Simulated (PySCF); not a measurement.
## Energy of Pd⁺ (palladium, charge +1) between two integer charges

The 4d beta orbital of [Kr] 4d9 is emptied in steps (occupation f), with all orbitals relaxed, ending at [Kr] 4d8. All numbers are calculated (PySCF 2.14, a scalar-relativistic core potential, in aug-cc-pVDZ-PP with ECP28MDF (5s5p4d2f, 54 functions)). The exact energy is a straight line in f; departures are measured from the line between the end points of the same method.

| f | PBE0 (eV) | r2SCAN (eV) | LC-wPBE (eV) |
| --- | --- | --- | --- |
| 1 | 0.000 | 0.000 | 0.000 |
| 0.9 | -0.355 | -0.490 | -0.097 |
| 0.7 | -0.835 | -1.150 | -0.233 |
| 0.5 | -1.002 | -1.375 | -0.283 |
| 0.3 | -0.846 | -1.158 | -0.241 |
| 0.1 | -0.365 | -0.497 | -0.105 |
| 0 | 0.000 | 0.000 | 0.000 |

```json
{"method": "PBE0", "E(f=0) − E(f=1) (eV)": "19.378", "−ε at f=1 (eV)": "15.452", "−ε at f=0.5 (eV)": "19.346"}
{"method": "r2SCAN", "E(f=0) − E(f=1) (eV)": "19.183", "−ε at f=1 (eV)": "13.758", "−ε at f=0.5 (eV)": "19.160"}
{"method": "LC-wPBE", "E(f=0) − E(f=1) (eV)": "19.337", "−ε at f=1 (eV)": "18.272", "−ε at f=0.5 (eV)": "19.310"}
```

Orbital energy along the path (eV):

```
  f     PBE0   r2SCAN  LC-wPBE
  1  -15.452  -13.758  -18.272
0.9  -16.206  -14.810  -18.458
0.7  -17.755  -16.965  -18.866
0.5  -19.346  -19.160  -19.310
0.3  -20.967  -21.376  -19.777
0.1  -22.611  -23.598  -20.261
  0  -23.442  -24.704  -20.510
```

Reference removal energy between the ground levels: 19.43 ± 0.12 eV (semi-empirical (NIST evaluation); NIST Atomic Spectra Database, ionization energies). The calculation has no spin-orbit coupling. The determinant left behind need not be the lowest term of the ion.
